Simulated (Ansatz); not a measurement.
Basis-set extrapolation for `NB(O)F` (PBE0-D4/def2-TZVP geometry, frozen core, the Gaussian-basis code of Ansatz). Multiplicity 1, RHF reference.

```json
{"": "HF", "def2-TZVPP": "-255.469440", "def2-QZVPP": "-255.481574"}
{"": "MP2 correlation", "def2-TZVPP": "-0.795495", "def2-QZVPP": "-0.861861"}
{"": "CCSD(T) correlation", "def2-TZVPP": "-0.835643", "def2-QZVPP": "not run"}
```

Energies in hartree. Use E(X) = E(∞) + A·exp(−7.88·√X) for Hartree–Fock and E(X) = E(∞) + B·X^(−2.97) for correlation, with X = 3 and 4, and add CCSD(T) minus MP2 of the smaller set to the MP2 limit.

Task: What is the CCSD(T) energy at the basis-set limit?

Result: HF limit: -255.481574 + (-0.012134) × 0.13774 = -255.48325. MP2 limit: -0.861861 + (-0.066366) × 0.74074 = -0.91102. Higher-order term: -0.835643 − (-0.795495) = -0.04015. Total: -256.43442 hartree, 339.6 kJ/mol below CCSD(T)/def2-TZVPP.
